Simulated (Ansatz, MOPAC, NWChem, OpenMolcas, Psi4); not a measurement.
CH4AlClO (SMILES C[O][AlH][Cl]): the highest harmonic wavenumber at each level's own minimum, rung by rung

The runs start from one conformer, not always the lowest.

CH4AlClO, singlet, SMILES `C[O][AlH][Cl]`. Each level relaxes the structure for itself.

Each level gives the highest harmonic wavenumber at each level's own minimum (cm⁻¹). The values are calculated.

```json
{"level": "MNDO", "kind": "semi-empirical", "program": "MOPAC", "value (cm⁻¹)": "3270"}
{"level": "MNDOD", "kind": "semi-empirical", "program": "MOPAC", "value (cm⁻¹)": "3260"}
{"level": "PM6", "kind": "semi-empirical", "program": "MOPAC", "value (cm⁻¹)": "2756"}
{"level": "PM6-D3", "kind": "semi-empirical", "program": "MOPAC", "value (cm⁻¹)": "2752"}
{"level": "HF/3-21G", "kind": "Hartree–Fock", "program": "OpenMolcas", "value (cm⁻¹)": "3245"}
{"level": "HF/6-31G* (Cartesian functions)", "kind": "Hartree–Fock", "program": "OpenMolcas", "value (cm⁻¹)": "3272"}
{"level": "BP86/def2-SVP", "kind": "GGA", "program": "NWChem", "value (cm⁻¹)": "2996"}
{"level": "PBE/def2-SVP", "kind": "GGA", "program": "NWChem", "value (cm⁻¹)": "3007"}
{"level": "PBE0-D4/def2-TZVP", "kind": "global hybrid", "program": "Ansatz", "value (cm⁻¹)": "3092"}
{"level": "PBE0-D4/def2-TZVP (density fitting)", "kind": "global hybrid", "program": "Psi4", "value (cm⁻¹)": "3093"}
```

Harmonic and unscaled. The values span 2752 to 3272 cm⁻¹.
